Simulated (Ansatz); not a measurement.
Cost and result for the atomization energy of C$_{2}$H$_{8}$InNS, SMILES `C[N](C)[InH][SH]` (13 atoms, 12 bonds).

Z-matrix (Å, degrees):
```
C
N 1 1.439
H 1 1.101 2 111.7
H 1 1.101 2 111.7 3 119.8
H 1 1.093 2 111.2 3 -120.1
C 2 1.436 1 112.7 3 -59.9
In 2 2.010 1 122.2 3 120.2
H 6 1.101 2 111.7 1 -59.9
H 6 1.101 2 111.8 1 59.9
H 6 1.092 2 111.4 1 -180.0
S 7 2.385 2 116.0 1 180.0
H 7 1.704 2 121.0 1 -0.1
H 11 1.343 7 94.5 2 -0.0
```

The species carries charge 0 and has multiplicity 1. Correlated methods include outer-core shells of In, which these sets cover unevenly. In: def2 effective core potential. The structure was optimised at the PBE0-D4/def2-TZVP level. It is one conformer, not always the lowest. Program: Ansatz. All runs use 2 threads of an AMD EPYC 7R13 on a shared host and a share of an NVIDIA H100 80 GB. Times are those of one run each, without the atoms' runs, and a repeat can differ threefold. Electronic energies, without spin–orbit coupling; frozen cores. CCSD(T)/CBS adds CCSD(T) − MP2 in def2-TZVPP to the MP2 limit, and its time is that of the two runs behind it. T1 = 0.015. With those shells the extrapolation isn't a true limit. B3LYP takes the VWN-RPA correlation (the form of Gaussian; ORCA's B3LYP/G).

CCSD(T)/CBS is a level of theory with its own doubt, some kJ/mol a heavy atom from the limit and from the frozen cores, so smaller differences don't rank the functionals.

```
                             level  functions  wall time
   PBE-D4/def2-TZVPP (with forces)        297      4.5 s
                PBE0-D4/def2-TZVPP        297      4.9 s
                 B2PLYP/def2-TZVPP        297      5.5 s
r2SCAN-D4/def2-TZVPP (with forces)        297      5.5 s
 B3LYP-D4/def2-TZVPP (with forces)        297        6 s
                    MP2/def2-QZVPP        563        7 s
                ωB97X-V/def2-TZVPP        297        8 s
  ωB97M-V/def2-TZVPP (with forces)        297      8.5 s
                CCSD(T)/def2-TZVPP        297      9.5 s
                 CCSD(T)/CBS(def2)          –       17 s
```

(1) What atomization energy does each give, and how far from CCSD(T)/CBS? (Estimate.)

Answers

(1) The calculation gave: 
```
                             level  atomization (kJ/mol)  difference from CCSD(T)/CBS  per bond
   PBE-D4/def2-TZVPP (with forces)                4373.7                         58.0       4.8
                PBE0-D4/def2-TZVPP                4307.1                         -8.6      -0.7
                 B2PLYP/def2-TZVPP                4241.9                        -73.8      -6.2
r2SCAN-D4/def2-TZVPP (with forces)                4302.2                        -13.5      -1.1
 B3LYP-D4/def2-TZVPP (with forces)                4295.2                        -20.5      -1.7
                    MP2/def2-QZVPP                4291.7                        -24.0      -2.0
                ωB97X-V/def2-TZVPP                4329.4                         13.7       1.1
  ωB97M-V/def2-TZVPP (with forces)                4322.0                          6.3       0.5
                CCSD(T)/def2-TZVPP                4197.0                       -118.7      -9.9
                 CCSD(T)/CBS(def2)                4315.7                          0.0       0.0
```

From PBE to PBE0 (25 % exact exchange), in def2-TZVPP and without D4, the atomization energy moves by −62.5 kJ/mol: exact exchange takes away binding that semilocal exchange gives to molecules. In def2-TZVPP, CCSD(T) changes the Hartree–Fock value by +1148.2 kJ/mol (the triples alone add +67.1 kJ/mol) and MP2 by +1172.5 kJ/mol; breaking electron pairs costs correlation energy, which Hartree–Fock lacks. The D4 term adds +46.4 kJ/mol with B3LYP and +24.7 kJ/mol with PBE0; it sums over pairs of atoms, weighted by their polarisabilities, and B3LYP, whose exchange is more repulsive, gets the larger term.

Spin–orbit coupling would lower the free In atoms strongly, and the atomization energy with them, by more than many differences here.
